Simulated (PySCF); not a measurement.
## 29Si chemical shifts

[PySCF 2.14.0 with density-fitted response routines: structure optimised with GFN2-xTB; shielding tensors at PBE0/pcSseg-1 (GIAO); averaged over atoms made equivalent by symmetry, fast rotation or ring inversion; single conformer; isolated molecule; non-relativistic Hamiltonian]

Shieldings were converted by a linear fit to measured shifts: 29Si: δ = 279.94 − 0.822σ (rms 8.9 ppm, 72 shifts, 25.8 ppm with the 6 outliers that the fit left out vs TMS, solution or neat liquid). A few per cent of atoms miss by over 2 rms, more outside the fitted compound classes.

Task: Give the 29Si shifts of `CC(C)/C=C(\[SiH3])C(=O)F`, `C=CC(=C)C[SiH2][SiH2][SiH3]`, `CN[SiH2][Si@@H](O[SiH3])C1CC1`, `CN[Si@H]([SiH3])O[SiH2]C1CC1`, `N[SiH2][SiH2]O[C@H]1CC[SiH2]C1`.

Result: 
```
                                                           compound                                            environment  δ (ppm)
                                           CC(C)/C=C(\[SiH3])C(=O)F                               silicon bonded to C, 3 H    -77.6
       [CH2:1]=[CH:2][C:3](=[CH2:4])[CH2:5][SiH2:6][SiH2:7][SiH3:8]                      Si6: silicon bonded to C, Si, 2 H    -60.8
       [CH2:1]=[CH:2][C:3](=[CH2:4])[CH2:5][SiH2:6][SiH2:7][SiH3:8]                         Si8: silicon bonded to Si, 3 H    -98.1
       [CH2:1]=[CH:2][C:3](=[CH2:4])[CH2:5][SiH2:6][SiH2:7][SiH3:8]                       Si7: silicon bonded to 2 Si, 2 H   -116.4
[CH3:1][NH:2][SiH2:3][Si@@H:4]([O:5][SiH3:6])[CH:7]1[CH2:8][CH2:9]1                     Si4: silicon bonded to C, O, Si, H    -14.7
[CH3:1][NH:2][SiH2:3][Si@@H:4]([O:5][SiH3:6])[CH:7]1[CH2:8][CH2:9]1                          Si6: silicon bonded to O, 3 H    -44.3
[CH3:1][NH:2][SiH2:3][Si@@H:4]([O:5][SiH3:6])[CH:7]1[CH2:8][CH2:9]1                      Si3: silicon bonded to N, Si, 2 H    -53.8
 [CH3:1][NH:2][Si@H:3]([SiH3:4])[O:5][SiH2:6][CH:7]1[CH2:8][CH2:9]1                     Si3: silicon bonded to N, O, Si, H    -19.1
 [CH3:1][NH:2][Si@H:3]([SiH3:4])[O:5][SiH2:6][CH:7]1[CH2:8][CH2:9]1                       Si6: silicon bonded to C, O, 2 H    -28.4
 [CH3:1][NH:2][Si@H:3]([SiH3:4])[O:5][SiH2:6][CH:7]1[CH2:8][CH2:9]1                         Si4: silicon bonded to Si, 3 H   -111.5
 [NH2:1][SiH2:2][SiH2:3][O:4][C@H:5]1[CH2:6][CH2:7][SiH2:8][CH2:9]1  Si8: silicon bonded to 2 C, 2 H, in a 5-membered ring    -35.5
 [NH2:1][SiH2:2][SiH2:3][O:4][C@H:5]1[CH2:6][CH2:7][SiH2:8][CH2:9]1                      Si3: silicon bonded to O, Si, 2 H    -38.5
 [NH2:1][SiH2:2][SiH2:3][O:4][C@H:5]1[CH2:6][CH2:7][SiH2:8][CH2:9]1                      Si2: silicon bonded to N, Si, 2 H    -51.9
```
